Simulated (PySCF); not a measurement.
**Telling isomers of C₉H₁₃F apart by NMR**

Level of theory: GFN2-xTB geometry, GIAO PBE0/pcSseg-1 shieldings, in PySCF 2.14 (in vacuum, one averaged value for each set of equivalent atoms, no relativistic terms, one conformer).

Shifts are taken against calculated references (same method and geometry level): 1H and 13C vs TMS. Splittings of carbon signals by F and P are missing where no couplings were computed. Where no couplings were computed, multiplicities follow the n + 1 count of equivalent neighbours, and m marks all less simple cases (inequivalent or close neighbours, rings, F or P nearby). Shifts are as computed. Against solution values, carbons near 30 ppm lie about +3 ppm off and those near 130 ppm about +5 ppm. Of 1211 compounds with measured shifts, 218 miss one by over three times the rms of a fit or turn the order of signals round; such compounds aren't used in these exercises.

(1) Tabulate the signals of `C=C1CCC[C@@H](C(=C)F)C1`, `C=C/C=C(/F)CC1CCC1`, `C=C[C@@]1(F)CCCCC1=C` and their relative energies.

(2) What is the quickest way to tell C=C/C=C(/F)CC1CCC1 from C=C[C@@]1(F)CCCCC1=C?

(3) What is the quickest way to tell C=C1CCC[C@@H](C(=C)F)C1 from C=C/C=C(/F)CC1CCC1?

(4) What is the quickest way to tell C=C1CCC[C@@H](C(=C)F)C1 from C=C[C@@]1(F)CCCCC1=C?

Results:

(1) 
| SMILES | carbon types | δC | δH | E rel. (kcal/mol) |
| --- | --- | --- | --- | --- |
| C=C1CCC[C@@H](C(=C)F)C1 | 2×C 1×CH 6×CH2 | 182.0, 156.8, 114.5, 93.8, 49.7, 42.9, 38.9, 33.9, 31.7 | 5.04 (m, 1H), 5.03 (m, 1H), 4.69 (m, 1H), 4.49 (m, 1H), 2.43 (m, 1H), 2.31 (m, 1H), 2.27 (m, 1H), 2.01 (m, 1H), 2.00 (m, 1H), 1.92 (m, 1H), 1.79 (m, 1H), 1.70 (m, 1H), 1.29 (m, 1H) | 0.0 |
| C=C/C=C(/F)CC1CCC1 | 1×C 3×CH 5×CH2 | 173.9, 138.4, 122.0, 117.8, 41.6, 33.3, 27.7, 16.4 | 6.60 (m, 1H), 6.08 (m, 1H), 5.43 (m, 1H), 5.31 (m, 1H), 2.72 (m, 1H), 2.39 (m, 2H), 2.20 (m, 2H), 1.99 (m, 1H), 1.84 (m, 1H), 1.67 (m, 2H) | 22.4 |
| C=C[C@@]1(F)CCCCC1=C | 2×C 1×CH 6×CH2 | 157.4, 145.4, 117.8, 114.1, 100.6, 44.2, 38.4, 31.8, 28.0 | 6.61 (m, 1H), 5.87 (m, 1H), 5.52 (m, 1H), 5.47 (m, 1H), 5.23 (m, 1H), 2.45 (m, 1H), 2.26 (m, 1H), 2.06 (m, 1H), 1.86 (m, 1H), 1.86 (m, 1H), 1.85 (m, 1H), 1.59 (m, 1H), 1.35 (m, 1H) | 2.6 |

Energies are electronic energies at PBE0/pcSseg-1 on these geometries, without zero-point or thermal terms, each for the one conformer computed, which needn't be the lowest.

(2) Count the carbon signals: 8 against 9. The first has an sp3 CH in a ring at 33.3 ppm, the second an allylic fully substituted sp3 carbon bonded to F (C) at 100.6 ppm. Their most deshielded carbons lie at 173.9 and 157.4 ppm.

(3) Count the carbon signals: 9 against 8. The first has a terminal =CH2 carbon at 93.8 ppm, the second an alkene CH at 138.4 ppm. Their most deshielded carbons lie at 182.0 and 173.9 ppm. In the proton spectra the most deshielded non-exchanging signals are 5.04 (m, 1H) and 6.60 (m, 1H).

(4) Both give the same number of carbon signals, with the same numbers of each carbon type, so the positions decide. The first has an allylic sp3 CH at 49.7 ppm, the second an alkene CH at 145.4 ppm. Their most deshielded carbons lie at 182.0 and 157.4 ppm. In the proton spectra the most deshielded non-exchanging signals are 5.04 (m, 1H) and 6.61 (m, 1H).
